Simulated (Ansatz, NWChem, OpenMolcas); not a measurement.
# How methods differ on CsF (SMILES [F][Cs])

CsF has 2 atoms, charge 0, and is taken as a singlet. As SMILES, `[F][Cs]`. The bond length is the measured one.

```xyz
2

F     0.0000    0.0000    0.0000
Cs    0.0000    0.0000    2.3454
```

Quantity: the vertical energy of the triplet above the singlet, in eV. The values are calculated.

```json
{"level": "HF/def2-TZVPP (core potential)", "kind": "Hartree–Fock", "program": "NWChem", "value (eV)": "4.07", "CPU time (all runs)": "10 s"}
{"level": "SVWN5/def2-TZVPP (core potential)", "kind": "LDA", "program": "Ansatz", "value (eV)": "5.79", "CPU time (all runs)": "5.8 s"}
{"level": "PBE/def2-TZVPP (core potential)", "kind": "GGA", "program": "OpenMolcas", "value (eV)": "5.53", "CPU time (all runs)": "21 s"}
{"level": "revPBE/def2-TZVPP (core potential)", "kind": "GGA", "program": "OpenMolcas", "value (eV)": "5.50", "CPU time (all runs)": "22 s"}
{"level": "TPSS/def2-TZVPP (core potential)", "kind": "meta-GGA", "program": "NWChem", "value (eV)": "5.59", "CPU time (all runs)": "63 s"}
{"level": "r2SCAN/def2-TZVPP (core potential)", "kind": "meta-GGA", "program": "NWChem", "value (eV)": "5.54", "CPU time (all runs)": "57 s"}
{"level": "BHLYP/def2-TZVPP (core potential)", "kind": "global hybrid", "program": "OpenMolcas", "value (eV)": "5.26", "CPU time (all runs)": "22 s"}
{"level": "CAM-B3LYP/def2-TZVPP (core potential)", "kind": "range-separated hybrid", "program": "Ansatz", "value (eV)": "5.62", "CPU time (all runs)": "14 s"}
```

Spin-orbit coupling, which can split open shells on such heavy atoms by tenths of an eV, is left out. The values span 4.07 to 5.79 eV. A triplet this far above the singlet is often a Rydberg-like or dissociative state; sets without diffuse functions put Rydberg states too high. Times are those of the runs behind each value, whatever else they computed, on shared processors of several kinds: orders of magnitude only.
